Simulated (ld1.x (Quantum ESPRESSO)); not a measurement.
**Varying the TM potential for bromine**

Base potential:

```
Element                 : bromine (Br)
Generator               : ld1.x (Quantum ESPRESSO) 7.5
Type                    : norm-conserving Troullier–Martins (Kleinman–Bylander form)
Functional              : PBEsol
Relativity              : scalar-relativistic
Frozen core             : [Ar]
Valence charge          : 17
Reference configuration : 3d10 4s1 4p6
Partial waves           : 4s (bound): rc 1.15 bohr; 4p (bound): rc 1.85 bohr; 3d (bound): rc 0.55 bohr
Local potential         : the d channel
Core correction         : none
```

Cutoffs, loose and tight: the cutoffs (Ry, on a coarse ladder) from which the occupation-weighted sum of valence levels, in a spherical-Bessel basis at the reference potential, stays within 10 and 1 mRy of its value at 400 Ry. They do not see the model core or the augmentation charge, which bear on the density cutoff. Test errors are all-electron minus pseudo excitation energies from the reference, over the configurations 3d10 4s2 4p5; 3d10 4s2 4p4; 3d10 4s2 4p3; 3d10 4s1 4p5; 3d9 4s2 4p5; 3d10 4s2 4p4.5; 3d9 4s2 4p6. A dash means not determined; rows that change the core or the reference have their own tests. The largest error is taken over the tests solved by every variant that gives reliable tests at all: 3d10 4s1 4p5; 3d10 4s2 4p3; 3d10 4s2 4p4; 3d10 4s2 4p4.5.

A true bound ghost makes a file unfit for plane-wave use even where its test errors are small: the radial tests pick states by their node count and pass the ghost by. Where a test does run into it, the solver fails or the error is huge.

Cutoffs are not given where the Bessel-basis levels miss the radial ones by over 6 mRy, ghosts where they miss by over 20 mRy; a channel whose overlap is not positive is not tested.

```tsv
change	outcome	bound ghosts	largest test error (meV)
base	generated	s, p	-24
wave 4p (bound): rc 1.85 bohr becomes 4p (bound): rc 1.16 bohr	generated	s, p	-23
wave 4p (bound): rc 1.85 bohr becomes 4p (bound): rc 1.50 bohr	generated	s, p	-24
wave 4p (bound): rc 1.85 bohr becomes 4p (bound): rc 1.66 bohr	generated	s, p	-24
wave 4p (bound): rc 1.85 bohr becomes 4p (bound): rc 1.86 bohr	generated	s, p	-24
wave 4p (bound): rc 1.85 bohr becomes 4p (bound): rc 2.14 bohr	generated	s, p	-30
wave 4p (bound): rc 1.85 bohr becomes 4p (bound): rc 2.30 bohr	generated	s, p	-36
wave 4p (bound): rc 1.85 bohr becomes 4p (bound): rc 2.60 bohr	generated	s, p	-46
wave 4p (bound): rc 1.85 bohr becomes 4p (bound): rc 2.72 bohr	generated	s, p	-52
```

Reading the sweep of the p radius (base included, trends over the rows without a ghost): Bound ghosts are found at 1.16, 1.5, 1.66, 1.85, 1.86, 2.14, 2.3, 2.6, 2.72 bohr. Every judged row has one, so this setting neither creates nor removes them.
